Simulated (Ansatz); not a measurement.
`F[Si](Cl)(Cl)Cl` + HCl → `Cl[Si](Cl)(Cl)Cl` + H–F at 500 K and 1 bar (ligand exchange at the Si–F bond).

Calculated with Ansatz (gas phase, PBE0-D4/def2-TZVP geometries, no zero-point term in ΔE). CCSD(T)/CBS is the MP2 limit (def2-TZVPP, def2-QZVPP) plus CCSD(T) − MP2 in def2-TZVPP, frozen cores. This one scheme is used for every species.

```csv
species,CCSD(T)/CBS energy (Eh),H − E (kJ/mol),S (J/(mol·K))
`F[Si](Cl)(Cl)Cl`,-1768.43208,59.9,379.3
HCl,-460.38127,32.5,201.9
`Cl[Si](Cl)(Cl)Cl`,-2128.39959,58.2,381.3
H–F,-100.39570,39.4,188.7
```

H − E and S are ideal-gas, rigid-rotor, harmonic terms from PBE0-D4/def2-TZVP. 1 Eh = 2625.50 kJ/mol, R = 8.31446 J/(mol·K).

**Question.** By hand: ΔE, ΔH, ΔS and ΔG.

**Answer.** ΔE = (-2128.39959) + (-100.39570) − (-1768.43208) − (-460.38127) = 0.01806 Eh = 47.4 kJ/mol. Δ(H − E) = 58.2 + 39.4 − 59.9 − 32.5 = 5.2, so ΔH = 52.6 kJ/mol. ΔS = 381.3 + 188.7 − 379.3 − 201.9 = -11.2 J/(mol·K). ΔG = 52.6 − 500 × (-11.2)/1000 = 58.2 kJ/mol.

**Question.** By hand: the equilibrium constant, and the temperature at which ΔG would vanish if ΔH and ΔS stayed fixed.

**Answer.** log₁₀ K = −ΔG/(RT ln 10) = -6.1. ΔH and −TΔS have one sign here, so there is no such temperature.

The number of gas molecules stays the same, so ΔS is small and ΔH decides. A doubt of 5 kJ/mol in ΔE shifts log₁₀ K by 0.5 here. These are equilibria of isolated gas molecules and say nothing of rates. Largest T1 diagnostic: 0.010 (customary marks: 0.02 for closed shells, 0.045 for open ones).
